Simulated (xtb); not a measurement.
C6H5F, SMILES C#CC(=C)/C=C\F. All values are semi-empirical tight-binding results from xtb (GFN2-xTB unless named), good for trends rather than for accurate numbers. Geometry optimised at GFN2-xTB. The structure was generated by enumeration; whether it is a known compound was not checked. Other conformers were not sampled.

Optimised geometry:

Bonds (Å): C1–C2 1.200, C1–H8 1.049, C2–C3 1.419, C3–C4 1.340, C3–C5 1.457, C4–H9 1.076, C4–H10 1.077, C5–C6 1.328, C5–H11 1.080, C6–F7 1.339, C6–H12 1.081. Angles (°): C2–C1–H8 178.9, C1–C2–C3 178.8, C2–C3–C4 120.2, C2–C3–C5 118.8, C4–C3–C5 121.1, C3–C4–H9 121.4, C3–C4–H10 121.4, H9–C4–H10 117.2, C3–C5–C6 127.6, C3–C5–H11 115.6, C6–C5–H11 116.8, C5–C6–F7 124.5, C5–C6–H12 124.1, F7–C6–H12 111.4.
Charge 0, spin multiplicity 1.

Computed properties:
| Item | Result |
|---|---|
| point group as xtb finds it | Cs |
| orbital gap | 3.30 eV |
| dipole moment | 1.86 D |
| zero-point energy | 52.9 kcal/mol |
| G − E(el) at 298.15 K (modified RRHO) | 33.1 kcal/mol |
| static polarisability (D4 model) | 68.8 bohr³ |
| solvation energy, GFN2-xTB/ALPB(water) | -2.5 kcal/mol |
| solvation energy, GFN2-xTB/ALPB(ch2cl2) | -5.6 kcal/mol |

Task: Give the IR lines (harmonic; lines under 4 % of the strongest left out, lines within 3 cm⁻¹ merged). (Estimate from the structure and the level; the computed values follow.)

Result: ν (cm⁻¹): 347 (w), 649 (m), 712 (w), 800 (m), 874 (m), 881 (w), 947 (w), 1036 (vs), 1217 (m), 1276 (w), 1331 (m), 1684 (vs), 3068 (w), 3088 (m), 3110 (w), 3144 (m), 3398 (w) (against the strongest line: vs over 80 %, s over 45 %, m over 15 %, w over 4 %, vw less)

Computed atomic charges and the Wiberg bond orders between heavy atoms:
charges (e) C1 -0.09, C2 -0.01, C3 0.05, C4 -0.09, C5 -0.05, C6 0.12, F7 -0.20, H8 0.08, H9 0.05, H10 0.04, H11 0.05, H12 0.05. Bond orders C1–C2 2.84, C2–C3 1.10, C3–C4 1.77, C3–C5 1.08, C5–C6 1.81, C6–F7 0.98.
